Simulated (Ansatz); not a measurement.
`CC(Br)Br` → `BrCBr` + `[CH2]` (triplet) at 700 K and 1 bar (formal loss of a carbene).

Computed with Ansatz on PBE0-D4/def2-TZVP structures; ΔE is electronic, products minus reactants. CCSD(T)/CBS is the MP2 limit (def2-TZVPP, def2-QZVPP) plus CCSD(T) − MP2 in def2-TZVPP, frozen cores. This one scheme is used for every species. Triplets are unrestricted, without spin–orbit coupling. For Br outer-core shells are correlated without core-valence functions, which leaves a few kJ/mol of doubt a bond. Scalar relativity is left out up to krypton.

| species | CCSD(T)/CBS energy (Eh) | H − E (kJ/mol) | S (J/(mol·K)) |
| --- | --- | --- | --- |
| `CC(Br)Br` | -5225.15162 | 205.3 | 411.1 |
| `BrCBr` | -5185.88409 | 114.1 | 349.6 |
| `[CH2]` (triplet) | -39.09499 | 70.4 | 226.8 |

H − E and S are ideal-gas, rigid-rotor, harmonic terms from PBE0-D4/def2-TZVP, with the whole ground term of open shells counted as degenerate. 1 Eh = 2625.50 kJ/mol, R = 8.31446 J/(mol·K).

Task: By hand: ΔE, ΔH, ΔS and ΔG.

Result: ΔE = (-5185.88409) + (-39.09499) − (-5225.15162) = 0.17254 Eh = 453.0 kJ/mol. Δ(H − E) = 114.1 + 70.4 − 205.3 = -20.8, so ΔH = 432.2 kJ/mol. ΔS = 349.6 + 226.8 − 411.1 = 165.3 J/(mol·K). ΔG = 432.2 − 700 × (165.3)/1000 = 316.5 kJ/mol.

Task: By hand: the equilibrium constant, and the temperature at which ΔG would vanish if ΔH and ΔS stayed fixed.

Result: log₁₀ K = −ΔG/(RT ln 10) = -23.6. ΔG = 0 at ΔH/ΔS = 2615 K, far beyond where these terms or the molecules hold.

The number of gas molecules changes by +1, which sets the sign of ΔS. A doubt of 5 kJ/mol in ΔE shifts log₁₀ K by 0.4 here. A triplet takes part, so the spin changes. These are equilibria of isolated gas molecules and say nothing of rates. Largest T1 diagnostic: 0.011 (customary marks: 0.02 for closed shells, 0.045 for open ones).
